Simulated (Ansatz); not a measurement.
Total energies of C$_{2}$H$_{4}$FNOSi, SMILES `C[SiH](F)N=C=O`.

Cartesian coordinates in Å:
```
C 0.6924 0.3784 1.4124
Si 0.4322 -0.5383 -0.1634
F 1.6889 -0.3194 -1.1217
N -0.9446 0.0698 -0.9628
C -1.7719 0.2486 -1.8061
O -2.5979 0.4504 -2.5993
H 0.8168 1.4467 1.2212
H 1.5835 0.0137 1.9286
H -0.1661 0.2466 2.0754
H 0.2667 -1.9965 0.0157
```

Charge 0, multiplicity 1. The geometry is a stationary point of PBE0-D4/def2-TZVP. It is one conformer, not always the lowest. Basis def2-TZVPP, the Gaussian-basis code of Ansatz.

RPA on PBE orbitals: Hartree–Fock energy of these orbitals -595.96190 Eh, correlation -1.72644 Eh (frozen core).

| functional | energy without D4 (Eh) | D4 term (kJ/mol) |
| --- | --- | --- |
| PBE | -597.71765 | -19.8 |
| revPBE | -598.04586 | -61.7 |
| BLYP | -598.14389 | -43.7 |
| B97M-V | -598.06985 | – |
| B3LYP | -598.23000 | -31.9 |
| r2SCANh | -598.01019 | -5.3 |
| BHLYP | -598.05553 | -23.8 |
| CAM-B3LYP | -598.10267 | -16.9 |
| LC-ωPBE | -597.92085 | – |
| ωB97M-V | -598.09263 | – |

Task: Give the same for LDA (SPW92), r2SCAN, PBE0, r2SCAN0, HSE06 (plane-wave form), ωB97X-V, B2PLYP, PBE-QIDH. (Best estimate.)

Result: Ansatz gave: 
```
             functional  energy without D4 (Eh)  D4 term (kJ/mol)
            LDA (SPW92)              -594.71442                 –
                 r2SCAN              -598.03054              -5.0
                   PBE0              -597.74932             -16.8
                r2SCAN0              -597.98112              -5.8
HSE06 (plane-wave form)              -597.72850             -15.6
                ωB97X-V              -598.05738                 –
                 B2PLYP              -597.88132                 –
               PBE-QIDH              -597.62303                 –
```

B3LYP takes the VWN-RPA correlation (the form of Gaussian; ORCA's B3LYP/G). HSE06 is the plane-wave form, built on full-range PBE exchange. The double hybrids freeze the cores in their second-order part.

LC-ωPBE has ω = 0.4 bohr⁻¹.
